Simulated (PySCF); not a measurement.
CH₃O₃S, SMILES [O-]S(=O)(=O)C, charge -1.

The structure is a stationary point at PBE0-D3(BJ)/def2-SVPD.

Level of theory: PBE0-D3(BJ)/def2-SVPD run with PySCF.

Frequencies are harmonic and unscaled.

Modes within 1.5 cm⁻¹ of each other (mostly degenerate sets) share a row, with their intensities summed.

```json
[
 {"mode": "1", "ν (cm⁻¹)": "205", "IR (km/mol)": "0.0", "moving atoms (share of kinetic energy)": "H 97 %"},
 {"mode": "2–3", "ν (cm⁻¹)": "309", "IR (km/mol)": "0.8", "moving atoms (share of kinetic energy)": "O 55 %, H 21 %, C 20 %"},
 {"mode": "4–5", "ν (cm⁻¹)": "489", "IR (km/mol)": "33.1", "moving atoms (share of kinetic energy)": "O 79 %, S 16 %"},
 {"mode": "6", "ν (cm⁻¹)": "529", "IR (km/mol)": "31.0", "moving atoms (share of kinetic energy)": "O 47 %, C 35 %, H 10 %, S 9 %"},
 {"mode": "7", "ν (cm⁻¹)": "740", "IR (km/mol)": "89.3", "moving atoms (share of kinetic energy)": "S 41 %, C 29 %, O 20 %, H 11 %"},
 {"mode": "8–9", "ν (cm⁻¹)": "931", "IR (km/mol)": "0.3", "moving atoms (share of kinetic energy)": "H 71 %, C 21 %"},
 {"mode": "10", "ν (cm⁻¹)": "1016", "IR (km/mol)": "123.8", "moving atoms (share of kinetic energy)": "O 82 %, S 16 %"},
 {"mode": "11–12", "ν (cm⁻¹)": "1202", "IR (km/mol)": "736.4", "moving atoms (share of kinetic energy)": "O 53 %, S 45 %"},
 {"mode": "13", "ν (cm⁻¹)": "1270", "IR (km/mol)": "23.4", "moving atoms (share of kinetic energy)": "H 77 %, C 21 %"},
 {"mode": "14–15", "ν (cm⁻¹)": "1421", "IR (km/mol)": "2.3", "moving atoms (share of kinetic energy)": "H 96 %"},
 {"mode": "16", "ν (cm⁻¹)": "3059", "IR (km/mol)": "19.7", "moving atoms (share of kinetic energy)": "H 98 %"},
 {"mode": "17–18", "ν (cm⁻¹)": "3181", "IR (km/mol)": "25.6", "moving atoms (share of kinetic energy)": "H 90 %, C 10 %"}
]
```
